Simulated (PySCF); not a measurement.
**[Rh(H2O)6]3+: what the settings change**

The complex [Rh(H2O)6]3+ (charge +3) contains Rh(III), shell d6. The structure is a PBE0-D3(BJ)/def2-SVP, IEF-PCM water geometry optimised for multiplicity 1; coordination octahedral, point group C1, metal–donor distances 2.02 Å.

The d shell alone is too small an active space for [Rh(H2O)6]3+ (an active orbital has only 0.68 squared overlap with the free ion's shell): its levels, fitted parameters, g values and moments show what this model gives and aren't sound predictions.

```
19

Rh    0.0000    0.0000    0.0000
O     2.0156    0.0631   -0.0637
H     2.4039    0.8713    0.3197
H     2.4942   -0.6919    0.3245
O    -2.0167   -0.0657    0.0665
H    -2.4856    0.7228   -0.2620
H    -2.4120   -0.8346   -0.3843
O     0.0634    2.0162    0.0635
H    -0.3099    2.4036    0.8769
H    -0.3379    2.4928   -0.6860
O    -0.0654   -2.0162   -0.0654
H     0.3537   -2.4909    0.6757
H     0.3000   -2.3977   -0.8852
O    -0.0654    0.0628    2.0163
H     0.6907   -0.3287    2.4911
H    -0.8701   -0.3346    2.3981
O     0.0649   -0.0661   -2.0167
H     0.8478    0.3640   -2.4079
H    -0.7117    0.2815   -2.4922
```

Method (PySCF 2.14, density fitting): CASSCF(6,5) with orbitals averaged over all microstates of the shell, strongly contracted NEVPT2 on the averaged canonical orbitals; basis x2c-TZVPall on the metal, x2c-SVPall elsewhere; spin-free X2C; IEF-PCM water; spin-orbit coupling by state interaction with the mean-field operator over all roots.

Base run: NEVPT2 ground state 1A1g-like, next 3T1g-like at 21812, then 3T1g-like at 21867 cm⁻¹, 10Dq(CASSCF) 26722, B(CASSCF) 795, ζ 1261 cm⁻¹, μeff(300 K) 0.46 μB.

**Question.** What happens with the basis x2c-TZVPall on all atoms?

**Answer.** NEVPT2 ground state 1A1g-like, next 3T1g-like at 21210, then 3T1g-like at 21282 cm⁻¹, 10Dq(CASSCF) 26502, B(CASSCF) 796, ζ 1261 cm⁻¹, μeff(300 K) 0.46 μB. It took 96 s against 41 s on a shared host of the same kind.

**Question.** What happens with orbitals averaged over the highest spin alone?

**Answer.** NEVPT2 ground state 1A1g-like, next 3T1g-like at 21140, then 3T1g-like at 21174 cm⁻¹, 10Dq(CASSCF) 26724, B(CASSCF) 824, ζ 1287 cm⁻¹, μeff(300 K) 0.48 μB.

NEVPT2 lifts 1T1g-like from 23254 to 27925 cm⁻¹; on the d shell alone it tends to overshoot states that fill the eg-type orbitals. NEVPT2 on the d shell alone tends to put d–d bands too high for such charged or covalently bound ions.
